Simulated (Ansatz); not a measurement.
SnHMe2F (C₂H₇FSn), relaxed as a singlet with RKS PBE0-D4/def2-SVP in Ansatz, starting from the GFN2-xTB geometry. Force threshold 0.02 eV/Å.

In the def2 sets Sn takes a core potential; there is no spin–orbit coupling.

Start:

Cartesian coordinates in Å:
```
Sn 0.078 -0.344 -0.620
H 0.985 -0.859 -1.980
C -0.422 1.774 -0.586
H 0.464 2.375 -0.417
H -1.133 1.941 0.215
H -0.876 2.055 -1.530
C 0.586 -1.322 1.258
H 0.628 -2.395 1.111
H -0.193 -1.089 1.977
H 1.541 -0.968 1.628
F -1.659 -1.169 -1.055
```

```csv
step,energy (eV),largest force component (eV/Å),SCF passes
1,-10728.1991,0.874,26
2,-10728.2292,0.360,30
3,-10728.2760,0.139,30
4,-10728.2776,0.063,22
5,-10728.2778,0.076,29
6,-10728.2784,0.006,24
```

Force components are those of the run's own axes.

End:

```
atom   x (Å)   y (Å)   z (Å)
 Sn1  -0.001  -0.391  -0.655
  H2   1.029  -0.830  -1.958
  C3  -0.407   1.707  -0.550
  H4   0.522   2.264  -0.357
  H5  -1.118   1.903   0.265
  H6  -0.842   2.052  -1.498
  C7   0.560  -1.259   1.217
  H8   0.637  -2.351   1.117
  H9  -0.199  -1.020   1.974
 H10   1.531  -0.860   1.545
 F11  -1.714  -1.215  -1.102
```

By distances, no bond broke or formed. The bond that changes most is Sn1–C3, from 2.18 to 2.14 Å (atoms count from 1).

No frequencies were taken in this run, so the end may be a saddle point.

Run time 12 s (4 threads of Arm Neoverse V1 on a shared host).
